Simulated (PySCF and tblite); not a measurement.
C₃H₇Br, numbered as in [CH3:1][CH2:2][CH2:3][Br:4].

Search: ETKDG and KDG, MMFF94s, GFN2-xTB, 90 starts; geometries at PBE0-D3(BJ)/def2-SVP. Weights use B3LYP-D3(BJ)/def2-TZVP (IEF-PCM, chloroform) energies plus GFN2-xTB zero-point and thermal terms (modes under about 100 cm⁻¹ blended into free rotors). Symmetry numbers and mirror images are counted. Conformers within 3 kcal/mol (GFN2-xTB free energy) were kept, 8 at most. GIAO shieldings: PBE0/pcSseg-1 (IEF-PCM, chloroform). Shifts are against TMS (¹H), TMS (¹³C) at the same level. Run with PySCF (density fitting) and tblite.

Torsions listed: C1–C2–C3–Br4. Of a mirror pair one member is shown.

| conformer | shape | weight % | dipole D |
| --- | --- | --- | --- |
| 1 | 65° | 68.6 | 2.70 |
| 2 | 180° | 31.4 | 2.72 |

**Question.** How do the computed shifts compare with measured ones?

**Answer.** 
| nucleus | signal | leading conformer | average | measured | medium |
| --- | --- | --- | --- | --- | --- |
| ¹H | H1 | 1.10 | 1.07 | 1.06 | not stated per compound (mostly CDCl3 or CCl4) |
| ¹H | H2 | 1.68 | 1.67 | 1.89 | not stated per compound (mostly CDCl3 or CCl4) |
| ¹H | H3 | 3.57 | 3.48 | 3.35 | not stated per compound (mostly CDCl3 or CCl4) |
| ¹³C | C1 | 13.7 | 14.1 | 13 | not stated per compound (mostly CDCl3 or CCl4) |
| ¹³C | C2 | 29.5 | 30.3 | 26.4 | not stated per compound (mostly CDCl3 or CCl4) |
| ¹³C | C3 | 48.8 | 47.8 | 35.6 | not stated per compound (mostly CDCl3 or CCl4) |

Measured values: Pretsch, Buehlmann, Badertscher, Structure Determination of Organic Compounds, 4th ed. (2009). Mean difference for ¹H: -0.03 ppm, scatter 0.15 ppm. Mean difference for ¹³C: 5.73 ppm, scatter 4.71 ppm. The computed shifts are unscaled and lack vibrational corrections. Spin–orbit effects are left out too, so ¹³C shifts of carbons that carry Cl, Br or I come out too high.
